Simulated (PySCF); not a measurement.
HTe, SMILES [TeH], multiplicity 2. The structure is a stationary point at PBE0-D3(BJ)/def2-TZVPD. The def2 effective core potentials stand for the cores of Te; spin–orbit coupling is left out.

### Question
Give the equilibrium geometry at PBE0-D3(BJ)/def2-TZVPD (PySCF confirms it by a frequency run) as a Z-matrix, and its point group. (Estimate from the structure and the level; the computed values follow.)

### Answer
point group C∞v.
```
Te
H 1 1.6587
```
Charge 0, spin multiplicity 2.
